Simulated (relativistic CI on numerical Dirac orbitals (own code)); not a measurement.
Slater and spin-orbit integrals, Tb16+

Calculated at this level of theory: Dirac-Coulomb-Breit CI, KLI orbitals optimised for each configuration, QED by a radiative potential, unscaled Slater integrals (own radial code, finite nucleus).

Slater integrals F^k, G^k are unscaled and averaged over j, outside the closed core [Kr]; ζ comes from projecting the Hamiltonian with its Breit term on Σ l·s of the shell.

- 4d¹⁰4f³: F^2(4f,4f) = 164760, F^4(4f,4f) = 106080, F^6(4f,4f) = 77147, ζ(4f) = 2539.3 cm⁻¹; <r>(4f) = 0.6178, <r^2>(4f) = 0.4456 (bohr units).
- 4d¹⁰4f²5s: F^2(4f,4f) = 167390, F^4(4f,4f) = 107870, F^6(4f,4f) = 78475, ζ(4f) = 2652.2, G^3(4f,5s) = 30205 cm⁻¹; <r>(4f) = 0.6095, <r^2>(4f) = 0.4336, <r>(5s) = 1.05, <r^2>(5s) = 1.226 (bohr units).
- 4d¹⁰4f5s²: ζ(4f) = 2767.3 cm⁻¹; <r>(4f) = 0.6002, <r^2>(4f) = 0.4199 (bohr units).

Averages of the first 10 configurations, taken without configuration mixing, which lowers the lowest level and can move excited configurations by several eV; other configurations of the list can lie among them:

```csv
Configuration,Parity,States,Average energy above the lowest level (eV)
4d¹⁰4f³,odd,364,6.9
4d¹⁰4f²5s,even,182,20.1
4d¹⁰4f5s²,odd,14,40.0
4d¹⁰4f5s5p,even,168,73.2
4d¹⁰4f²5p,odd,546,55.5
4d¹⁰4f5p²,odd,210,110.7
4d¹⁰4f5s5d,odd,280,125.7
4d⁹4f⁴,even,10010,164.2
4d¹⁰4f²5d,even,910,105.9
4d¹⁰4f5p5d,even,840,161.5
```
